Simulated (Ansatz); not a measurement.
A made-up structure of CH₃GaMg, singlet:

```csv
atom,x (Å),y (Å),z (Å)
C1,-0.1102,-0.2220,-0.7259
Mg2,-0.0474,0.5192,1.0821
Ga3,1.1565,-1.5962,0.3265
H4,-0.7765,-1.1064,-0.7359
H5,-0.3686,0.4172,-1.5748
H6,0.1635,2.1193,1.6767
```

It is relaxed with PBE-D4/def2-SVP and then PBE0-D4/def2-TZVP (Ansatz 0.2.0). Atoms count as bonded within 1.22 times the sum of their covalent radii (H–H: 0.88 Å). The end point is not checked to be a true minimum.

Does its bonding change? (A judgement: the text doesn't fix the answer.)

By the calculation: Yes. Formed: none; broken: Mg2–Ga3.

Where it ends: The first stage lowers the energy by 1.27 eV in 8 steps. It ends as CH₃GaMg ([MgH][CH2][Ga]):
```csv
atom,x (Å),y (Å),z (Å)
C1,-0.0562,-0.4639,-0.5164
Mg2,-0.1006,1.0683,0.8877
Ga3,1.3084,-1.9067,-0.4045
H4,-1.0600,-0.9204,-0.4810
H5,0.0382,0.0398,-1.4935
H6,-0.1125,2.3139,2.0564
```

Labels in which every atom is bracketed show which atoms are joined, not bond orders.

For scale, one of the runs: PBE0-D4/def2-TZVP relaxation, 129 basis functions, launched by `ansatz run in.yaml --threads 2 --pin off --events-out ev --progress --plain --max-ram 4352MiB`. Hardware: 2 CPU threads of an Arm Neoverse V2, shared host. Wall time about 13 s.
